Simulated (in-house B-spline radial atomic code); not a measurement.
Al²⁺. Computed with a B-spline radial atomic code. Model: all-electron spherical atom, spin shells full or empty, radial basis limit, no spin-orbit coupling, Breit or QED, empty-state partial waves extrapolated as (l+1/2)^-4, RPA, G0W0 and static COHSEX of the highest shell as one setting changes (uncorrelated shells keep exact exchange).

In a row where one electron alone is correlated, RPA and GW hold only self-correlation.

Given: element Al; charge 2; filled core Ne; hamiltonian non-relativistic; mean-field start PBE0; highest l of empty states 9; highest mean-field shell 3s up.

Shell: 3s 1 0 (electrons up and down).

```json
{"lowest nl shells left uncorrelated": "0", "RPA correlation energy (hartree)": "-0.62633", "G0W0 level (eV)": "-29.113", "G0W0 minus most complete (meV)": "0", "COHSEX level (eV)": "-30.414"}
{"lowest nl shells left uncorrelated": "1", "RPA correlation energy (hartree)": "?", "G0W0 level (eV)": "?", "G0W0 minus most complete (meV)": "?", "COHSEX level (eV)": "?"}
{"lowest nl shells left uncorrelated": "2", "RPA correlation energy (hartree)": "?", "G0W0 level (eV)": "?", "G0W0 minus most complete (meV)": "?", "COHSEX level (eV)": "?"}
{"lowest nl shells left uncorrelated": "3", "RPA correlation energy (hartree)": "-0.021284", "G0W0 level (eV)": "-28.837", "G0W0 minus most complete (meV)": "275.6", "COHSEX level (eV)": "-30.005"}
```

What follows for lowest nl shells left uncorrelated = 2?

RPA correlation energy -0.35836 hartree; G0W0 level -29.151 eV; G0W0 minus most complete -38.1 meV; COHSEX level -30.471 eV.

What follows for lowest nl shells left uncorrelated = 1?

RPA correlation energy -0.50407 hartree; G0W0 level -29.11 eV; G0W0 minus most complete 2.9 meV; COHSEX level -30.406 eV.
